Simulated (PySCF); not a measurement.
Method: PBE-D3(BJ)/def2-TZVP // PBE-D3(BJ)/def2-SVP (PySCF). Gas-phase values, no solvent. One relaxed conformer stands for a flexible species; it need not be the lowest. Excitations are Tamm–Dancoff values on a coarser integration grid. The basis has no diffuse functions, so Rydberg states are missing or too high.

Reference species (SMILES): `CCC(CC)CC` (neutral, multiplicity 1).

```
Quantity              Result
-------------------  -------
T1 excitation (TDA)  7.58 eV
HOMO–LUMO gap        7.66 eV
```

Changed species: `CCC(CC)(CC)CC` (0 of 4 C2H5 replaced by H; the reference has 1 of 4 C2H5 replaced by H).

Question: Give the shifts of the T1 excitation (TDA) and HOMO–LUMO gap.

Answer: the T1 excitation (TDA) decreases by 0.61 eV, to 6.97 eV; the HOMO–LUMO gap decreases by 0.63 eV, to 7.03 eV.
